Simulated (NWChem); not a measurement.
Species: C$_{2}$H$_{4}$BNO$_{2}$; SMILES N#CCB(O)O

```xyz
10

N      0.3670    -2.5754     0.0000
C     -0.2879    -1.6151     0.0000
C     -0.9950    -0.3407     0.0000
B      0.0236     0.9003     0.0000
O      1.3782     0.7583     0.0000
O     -0.5317     2.1425     0.0000
H     -1.6506    -0.2771    -0.8778
H     -1.6506    -0.2771     0.8778
H      1.6682    -0.1679     0.0000
H      0.1531     2.8297     0.0000
```
Atoms are numbered in this order, from 1.

Results from NWChem. The geometry was optimised at B3LYP/6-31G* (spherical d). B3LYP is NWChem's, with the RPA form of VWN correlation. Atomic charges in e: unrestrained fits to the electrostatic potential beside Mulliken populations; buried atoms are poorly determined by the fit.

**Question.** Estimate the computed values for B3LYP/def2-SVP. Quantities: ESP N1; Mulliken N1; ESP C2; Mulliken C2; ESP C3; Mulliken C3; ESP B4; Mulliken B4; ESP O5; Mulliken O5; relative RMS misfit of the potential (%).

**Answer.** The ESP N1 is -0.45, the Mulliken N1 is 0.03 and the ESP C2 is 0.29. The Mulliken C2 is -0.31 and the ESP C3 comes out as -0.23. The Mulliken C3 is 0.04 and the ESP B4 is 0.67. The Mulliken B4 is -0.04, the ESP O5 is -0.67 and the Mulliken O5 is -0.13. The relative RMS misfit of the potential (%) comes out as 17.
